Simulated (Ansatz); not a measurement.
Basis-set extrapolation for `NC(F)(F)[SiH3]` (PBE0-D4/def2-TZVP geometry, frozen core, Ansatz 0.2.0). Multiplicity 1, RHF reference.

```
                      def2-TZVPP   def2-QZVPP
                 HF  -583.165583  -583.187744
    MP2 correlation    -1.000744    -1.085320
CCSD(T) correlation    -1.069671      not run
```

Energies in hartree. Use E(X) = E(∞) + A·exp(−7.88·√X) for Hartree–Fock and E(X) = E(∞) + B·X^(−2.97) for correlation, with X = 3 and 4, and add CCSD(T) minus MP2 of the smaller set to the MP2 limit.

Task: What is the CCSD(T) energy at the basis-set limit?

Result: HF limit: -583.187744 + (-0.022161) × 0.13774 = -583.19080. MP2 limit: -1.085320 + (-0.084576) × 0.74074 = -1.14797. Higher-order term: -1.069671 − (-1.000744) = -0.06893. Total: -584.40770 hartree, 108.2 kcal/mol below CCSD(T)/def2-TZVPP.
